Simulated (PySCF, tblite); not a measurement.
C₇H₇FN₂.
Structure used (GFN2-xTB), in Å, numbered top down from 1:
```xyz
17
C7H7FN2 angstrom
C     -0.5387    2.9397   -0.0328
C      0.0949    1.9199   -0.0701
C      0.8349    0.7291   -0.1152
C      2.1912    0.5102    0.0887
C      2.3227   -0.8670   -0.0964
F      3.4475   -1.5698   -0.0080
N      1.1764   -1.4512   -0.3862
N      0.2781   -0.4739   -0.4016
C     -1.1117   -0.7654   -0.6254
C     -1.8302   -1.0634    0.6883
H     -1.0819    3.8363    0.0009
H      2.9506    1.2240    0.3263
H     -1.1536   -1.6372   -1.2812
H     -1.5687    0.0937   -1.1239
H     -1.8063   -0.1927    1.3396
H     -1.3463   -1.8945    1.1951
H     -2.8659   -1.3259    0.4921
```

Computed, not measured: PBE0/pcSseg-1 in PySCF (dipole) on a GFN2-xTB geometry, gas phase.

Masses are those of the commonest isotopes; rigid-rotor values at the optimised geometry. The values belong to one conformer with, in the numbering `[CH:1]#[C:2][c:3]1[cH:4][c:5]([F:6])[n:7][n:8]1[CH2:9][CH3:10]`, N7–N8–C9–C10 89°.

**Question.** Give the principal moments of inertia and the rotational constants in MHz.

**Answer.** Ia = 251.07, Ib = 465.78, Ic = 676.06 u·Å²; 505379 MHz·u·Å²/I gives A = 2013, B = 1085, C = 747.5 MHz.

**Question.** What kind of rotor is it?

**Answer.** An asymmetric top. Ray's parameter κ = (2B − A − C)/(A − C) = -0.467; −1 is the prolate and +1 the oblate limit.

**Question.** Is it planar, by Δ = Ic − Ia − Ib?

**Answer.** Not planar: Δ = Ic − Ia − Ib = -40.80 u·Å². For a rigid frame Δ = −2 Σ m c², so Σ m c² = 20.40 u·Å² lies off the ab plane: 6.63 from hydrogen and 13.77 from heavier atoms. The atom farthest from that plane is 1.37 Å away.

**Question.** Predict some low-J microwave lines.

**Answer.** The dipole components are |μa| = 3.59 D, |μb| = 0.34 D, |μc| = 0.00 D. The squared components, which scale the intensities, stand as 1.00 : 0.01 : 0.00 (a : b : c). Some lines, for components of 0.1 D or more:

```json
{"type": "a", "branch": "Q", "J(Ka,Kc)": "3(2,1) ← 3(2,2)", "MHz": "360", "lower level (cm⁻¹)": "0.513"}
{"type": "a", "branch": "R", "J(Ka,Kc)": "1(0,1) ← 0(0,0)", "MHz": "1833", "lower level (cm⁻¹)": "0.000"}
{"type": "b", "branch": "R", "J(Ka,Kc)": "2(0,2) ← 1(1,1)", "MHz": "2661", "lower level (cm⁻¹)": "0.092"}
{"type": "b", "branch": "R", "J(Ka,Kc)": "4(2,2) ← 3(3,1)", "MHz": "2708", "lower level (cm⁻¹)": "0.697"}
{"type": "b", "branch": "Q", "J(Ka,Kc)": "5(2,3) ← 5(1,4)", "MHz": "3151", "lower level (cm⁻¹)": "1.015"}
{"type": "a", "branch": "R", "J(Ka,Kc)": "2(1,1) ← 1(1,0)", "MHz": "4003", "lower level (cm⁻¹)": "0.103"}
{"type": "a", "branch": "R", "J(Ka,Kc)": "3(1,3) ← 2(1,2)", "MHz": "4948", "lower level (cm⁻¹)": "0.203"}
{"type": "b", "branch": "Q", "J(Ka,Kc)": "4(2,3) ← 4(1,4)", "MHz": "5086", "lower level (cm⁻¹)": "0.586"}
{"type": "b", "branch": "R", "J(Ka,Kc)": "5(2,3) ← 4(3,2)", "MHz": "5208", "lower level (cm⁻¹)": "0.946"}
{"type": "b", "branch": "Q", "J(Ka,Kc)": "3(3,1) ← 3(2,2)", "MHz": "5526", "lower level (cm⁻¹)": "0.513"}
{"type": "a", "branch": "R", "J(Ka,Kc)": "4(0,4) ← 3(0,3)", "MHz": "6725", "lower level (cm⁻¹)": "0.355"}
{"type": "b", "branch": "R", "J(Ka,Kc)": "2(2,1) ← 1(1,0)", "MHz": "6786", "lower level (cm⁻¹)": "0.103"}
{"type": "b", "branch": "Q", "J(Ka,Kc)": "5(4,2) ← 5(3,3)", "MHz": "7569", "lower level (cm⁻¹)": "1.257"}
{"type": "b", "branch": "R", "J(Ka,Kc)": "5(1,5) ← 4(0,4)", "MHz": "8284", "lower level (cm⁻¹)": "0.579"}
{"type": "a", "branch": "R", "J(Ka,Kc)": "5(3,3) ← 4(3,2)", "MHz": "9330", "lower level (cm⁻¹)": "0.946"}
{"type": "a", "branch": "R", "J(Ka,Kc)": "5(4,2) ← 4(4,1)", "MHz": "9332", "lower level (cm⁻¹)": "1.199"}
{"type": "b", "branch": "R", "J(Ka,Kc)": "3(2,1) ← 2(1,2)", "MHz": "9654", "lower level (cm⁻¹)": "0.203"}
{"type": "b", "branch": "R", "J(Ka,Kc)": "5(2,4) ← 4(1,3)", "MHz": "10780", "lower level (cm⁻¹)": "0.696"}
{"type": "b", "branch": "R", "J(Ka,Kc)": "4(2,2) ← 3(1,3)", "MHz": "12580", "lower level (cm⁻¹)": "0.368"}
{"type": "b", "branch": "R", "J(Ka,Kc)": "4(4,1) ← 3(3,0)", "MHz": "15012", "lower level (cm⁻¹)": "0.698"}
{"type": "b", "branch": "R", "J(Ka,Kc)": "5(4,1) ← 4(3,2)", "MHz": "16912", "lower level (cm⁻¹)": "0.946"}
{"type": "b", "branch": "R", "J(Ka,Kc)": "5(5,1) ← 4(4,0)", "MHz": "19044", "lower level (cm⁻¹)": "1.199"}
```

Its GFN2-xTB frequencies are all real (lowest 29 cm⁻¹). Zero-point vibration and centrifugal distortion are left out. A rigid rotor knows nothing of internal rotation, which can split or shift real lines. Quadrupole hyperfine structure (14N) is left out.
